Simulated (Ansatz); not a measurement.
Correlation energies of `NC1=C(CCl)[SiH2]1` by basis set

Z-matrix (Å, degrees):
```
C
Cl 1 1.805
C 1 1.469 2 112.6
H 1 1.091 2 105.7 3 -122.5
H 1 1.090 2 105.9 3 122.6
C 3 1.345 1 138.7 2 -13.9
Si 3 1.797 1 152.8 2 167.9
N 6 1.348 3 138.2 1 -1.4
H 7 1.487 3 122.9 1 -78.2
H 7 1.487 3 122.7 1 75.1
H 8 1.007 6 118.4 3 14.0
H 8 1.003 6 118.7 3 165.6
```

The species carries charge 0 and has multiplicity 1. Geometry: relaxed with PBE0-D4/def2-TZVP. It is one conformer, not always the lowest. Frozen core, restricted reference, Ansatz. CBS rows extrapolate triple and quadruple zeta; past MP2 they add the triple-zeta difference.

```tsv
basis	HF (Eh)	MP2 corr.	CCSD corr.	(T)	CCSD(T) total
def2-TZVPP	?	-1.00003	?	?	?
def2-QZVPP	-920.03295	-1.07460	–	–	–
CBS(def2)	-920.03700	?	-1.17816	as TZ	?
```

(1) Fill in the withheld values. (An estimate is asked.)

## Answers

(1) Computed: def2-TZVPP HF (Eh): -920.00360; def2-TZVPP CCSD corr.: -1.04835; def2-TZVPP (T): -0.04927; def2-TZVPP CCSD(T) total: -921.10122; CBS(def2) MP2 corr.: -1.12984; CBS(def2) CCSD(T) total: -921.26443.
